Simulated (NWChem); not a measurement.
Species: Sn, triplet

Results from NWChem. Spin-unrestricted. The open p shell is one determinant without spherical averaging. No stability test was run on the SCF state. def2 effective core potentials on Sn; no spin-orbit coupling. Total energies of different functionals are on different scales.

```tsv
level	energy (Ha)	highest occupied level (eV)	lowest empty minus highest occupied level, either spin (eV)	<S²>
B3LYP/def2-SVP	-214.3224	___	___	2.00
PBE/def2-SVP	-214.2440	-4.04	0.07	2.00
HCTH/407/def2-SVP	-214.8518	-4.09	0.17	2.00
B97-2/def2-SVP	-214.4838	-4.60	1.55	2.00
OLYP/def2-SVP	-214.4874	-3.79	0.20	2.00
```

### Question
Fill in the missing entries.

### Answer

- B3LYP/def2-SVP, highest occupied level (eV): -4.67
- B3LYP/def2-SVP, lowest empty minus highest occupied level, either spin (eV): 1.36
